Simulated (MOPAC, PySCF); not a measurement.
C2H3BO, SMILES `OC1=CB1` (H–O–C–C torsion 180°), neutral singlet in the gas phase. 

Cartesian coordinates (Å):
SMILES: OC1=CB1
```xyz
7

O      1.6360    -0.4389    -0.3901
C      0.3786    -0.0936    -0.0859
C     -0.8694    -0.5983    -0.2523
B     -0.7512     0.6968     0.4528
H      2.2309     0.2591    -0.0579
H     -1.3902    -1.4538    -0.6782
H     -1.2347     1.6287     1.0115
```
Charge 0, multiplicity 1.

All levels are single points at this geometry (PBE-D3(BJ)/def2-TZVP); Pople sets use spherical d functions. Orbital energies aren't observables, and empty levels follow the basis.

```
level                          HOMO (eV)  LUMO (eV)  gap (eV)  dipole (D)  vertical IE, Delta-SCF (eV)
-----------------------------  ---------  ---------  --------  ----------  ---------------------------
PBE-D3(BJ)/def2-TZVP in PySCF      -6.69      -0.86      5.83        1.26                        10.30
B3LYP/6-311+G** in PySCF           -7.93      -0.42      7.51        1.11                            –
BP86/6-31G* in PySCF               -6.50      -0.44      6.06        1.39                            –
M06-2X/6-31G* in PySCF             -9.08       1.67     10.74        1.23                            –
PBE/6-31G* in PySCF                -6.39      -0.35      6.03        1.39                        10.14
HF/3-21G in PySCF                 -10.64       4.52     15.15        1.27                            –
HF/6-31G* in PySCF                -10.63       4.75     15.38        1.12                         9.95
PM3 in MOPAC                      -11.11       0.60     11.71        1.29                            –
PM7 in MOPAC                      -10.71      -0.53     10.18        1.39                            –
```
